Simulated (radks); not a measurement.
All-electron atom: Re V in [Kr] 4d10 4f14 5s1.75 5p6 5d3 6d0.25 (fractional occupations, a model configuration). Method: non-relativistic Kohn-Sham, PBEsol, spin-polarised, spherical densities, point nucleus; open shells are filled with parallel spins first (spin-orbit coupling, left out, can overturn this in heavy ions); relativity is left out, which matters for an element this heavy; computed with a radial shooting solver on a logarithmic mesh with Libxc functionals.

Unscreened Slater integrals over Kohn-Sham orbitals (eV). They are taken over the spin-up orbitals.

| integral | value |
|---|---|
| F0(6d,6d) | 6.5172 |
| F2(6d,6d) | 3.5314 |
| F4(6d,6d) | 2.4305 |
| F0(6d,5d) | 8.1839 |
| F2(6d,5d) | 2.2746 |
| F4(6d,5d) | 1.0940 |
| G0(6d,5d) | 0.53722 |
| G2(6d,5d) | 0.72083 |
| G4(6d,5d) | 0.60698 |
| F0(6d,5p) | 8.4381 |
| F2(6d,5p) | 1.9255 |
| G1(6d,5p) | 1.0108 |
| G3(6d,5p) | 0.74383 |
| F0(6d,4f) | 8.9285 |
| F2(6d,4f) | 0.95337 |
| F4(6d,4f) | 0.40735 |
| G1(6d,4f) | 0.27272 |
| G3(6d,4f) | 0.27347 |
| G5(6d,4f) | 0.22364 |
| F0(5d,5d) | 15.816 |
| F2(5d,5d) | 8.4159 |
| F4(5d,5d) | 5.6391 |
| F0(5d,5p) | 17.501 |
| F2(5d,5p) | 9.0065 |
| G1(5d,5p) | 11.089 |
| G3(5d,5p) | 6.9114 |
| F0(5d,4f) | 20.161 |
| F2(5d,4f) | 4.8710 |
| F4(5d,4f) | 2.3048 |
| G1(5d,4f) | 1.7071 |
| G3(5d,4f) | 1.5771 |
| G5(5d,4f) | 1.2527 |
| F0(5p,5p) | 20.026 |
| F2(5p,5p) | 10.875 |
| F0(5p,4f) | 24.676 |
| F2(5p,4f) | 7.4749 |
| G2(5p,4f) | 2.8886 |
| G4(5p,4f) | 2.4250 |
| F0(4f,4f) | 44.414 |
| F2(4f,4f) | 21.747 |
| F4(4f,4f) | 13.778 |
| F6(4f,4f) | 9.9517 |

Derived for the open shells (J is the average intra-shell exchange parameter used in DFT+U). 5d: Racah B = F2/49 - 5 F4/441 = 0.1078 eV, C = 35 F4/441 = 0.4475 eV, C/B = 4.15, F4/F2 = 0.670, J = (F2 + F4)/14 = 1.004 eV. 6d: Racah B = F2/49 - 5 F4/441 = 0.04451 eV, C = 35 F4/441 = 0.1929 eV, C/B = 4.33, F4/F2 = 0.688, J = (F2 + F4)/14 = 0.4259 eV.
